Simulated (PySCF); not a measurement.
**Energy of K (potassium, neutral) between two integer charges**

The 4s alpha orbital of [Ar] 4s1 is emptied in steps (occupation f), with all orbitals relaxed, ending at [Ar]. Calculation: PySCF 2.14, in x2c-TZVPall; scalar relativity by spin-free X2C-1e. The exact energy is a straight line in f; departures are measured from the line between the end points of the same method.

| f | UHF (eV) | LDA (eV) | PBE (eV) | PBE0 (eV) | r2SCAN (eV) | LC-wPBE (eV) | BHandHLYP (eV) | wB97X (eV) | TPSS (eV) | B3LYP (eV) |
| --- | --- | --- | --- | --- | --- | --- | --- | --- | --- | --- |
| 1 | 0.000 | 0.000 | 0.000 | 0.000 | 0.000 | 0.000 | 0.000 | 0.000 | 0.000 | 0.000 |
| 0.8 | 0.001 | -0.303 | -0.308 | -0.223 | -0.261 | 0.014 | -0.163 | 0.007 | -0.289 | -0.255 |
| 0.6 | 0.002 | -0.448 | -0.463 | -0.334 | -0.379 | 0.020 | -0.244 | 0.015 | -0.437 | -0.381 |
| 0.4 | 0.002 | -0.437 | -0.465 | -0.333 | -0.355 | 0.019 | -0.243 | 0.018 | -0.443 | -0.378 |
| 0.2 | 0.001 | -0.278 | -0.309 | -0.221 | -0.212 | 0.011 | -0.160 | 0.012 | -0.305 | -0.247 |
| 0 | 0.000 | 0.000 | 0.000 | 0.000 | 0.000 | 0.000 | 0.000 | 0.000 | 0.000 | 0.000 |

```csv
method,E(f=0) − E(f=1) (eV),−ε at f=1 (eV),−ε at f=0.4 (eV)
UHF,4.023,4.032,4.021
LDA,4.534,2.631,4.972
PBE,4.454,2.542,4.835
PBE0,4.386,2.995,4.667
r2SCAN,4.257,2.595,4.683
LC-wPBE,4.230,4.314,4.205
BHandHLYP,4.345,3.329,4.554
wB97X,4.039,4.074,4.037
TPSS,4.259,2.456,4.578
B3LYP,4.507,2.914,4.845
```

Orbital energy along the path (eV):

```json
{"f": "1", "UHF": "-4.032", "LDA": "-2.631", "PBE": "-2.542", "PBE0": "-2.995", "r2SCAN": "-2.595", "LC-wPBE": "-4.314", "BHandHLYP": "-3.329", "wB97X": "-4.074", "TPSS": "-2.456", "B3LYP": "-2.914"}
{"f": "0.8", "UHF": "-4.029", "LDA": "-3.411", "PBE": "-3.293", "PBE0": "-3.552", "r2SCAN": "-3.308", "LC-wPBE": "-4.281", "BHandHLYP": "-3.736", "wB97X": "-4.077", "TPSS": "-3.168", "B3LYP": "-3.553"}
{"f": "0.6", "UHF": "-4.025", "LDA": "-4.200", "PBE": "-4.059", "PBE0": "-4.110", "r2SCAN": "-4.029", "LC-wPBE": "-4.243", "BHandHLYP": "-4.145", "wB97X": "-4.070", "TPSS": "-3.876", "B3LYP": "-4.201"}
{"f": "0.4", "UHF": "-4.021", "LDA": "-4.972", "PBE": "-4.835", "PBE0": "-4.667", "r2SCAN": "-4.683", "LC-wPBE": "-4.205", "BHandHLYP": "-4.554", "wB97X": "-4.037", "TPSS": "-4.578", "B3LYP": "-4.845"}
{"f": "0.2", "UHF": "-4.018", "LDA": "-5.675", "PBE": "-5.633", "PBE0": "-5.233", "r2SCAN": "-5.234", "LC-wPBE": "-4.180", "BHandHLYP": "-4.957", "wB97X": "-3.975", "TPSS": "-5.347", "B3LYP": "-5.468"}
{"f": "0", "UHF": "-4.015", "LDA": "-5.965", "PBE": "-6.063", "PBE0": "-5.490", "r2SCAN": "-4.986", "LC-wPBE": "-4.171", "BHandHLYP": "-5.309", "wB97X": "-3.810", "TPSS": "-5.917", "B3LYP": "-5.940"}
```

As f goes to zero the orbital energy of a semilocal functional can turn back, because the density of that orbital vanishes from the exchange-correlation potential.

Reference removal energy between the ground levels: 4.341 eV (measured; NIST Atomic Spectra Database, ionization energies). UHF lacks correlation.
